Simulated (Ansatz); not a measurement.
The molecule LaH, multiplicity 3 (an upper state: multiplicity 1 came lower at CCSD(T)/def2-TZVPP on PBE0 minima). No spin–orbit coupling.

The constants come from a fifth-degree fit in 1/R (seven points, main isotopes). In def2 and cc sets the state is the lowest found near the PBE0 minimum, followed along R.

Codes used: Ansatz (a program for electronic structure). Values without a source in brackets are computed. In def2 rows elements past Kr take small-core potentials, without spin–orbit coupling.

Energies at PBE/def2-TZVPP:

| R (Å) | E (hartree) |
|---|---|
| 1.951136 | -32.08888310 |
| 2.003586 | -32.09092492 |
| 2.051840 | -32.09196749 |
| 2.106388 | -32.09232365 |
| 2.160936 | -32.09193997 |
| 2.223876 | -32.09073376 |
| 2.297306 | -32.08849130 |

Problem. With a reduced mass of 1.0006 u, find the minimum, the force constant and the constants.

Solution. A fifth-degree polynomial in 1/R puts the minimum at r_e = 2.1038 Å with force constant 109 N/m. Then ω_e = (1/2πc)√(k/μ) = 1360 cm⁻¹ and B_e = h/(8π²cμr_e²) = 3.807 cm⁻¹; the cubic and quartic terms give α_e = 0.079 and ω_e x_e = 18 cm⁻¹.
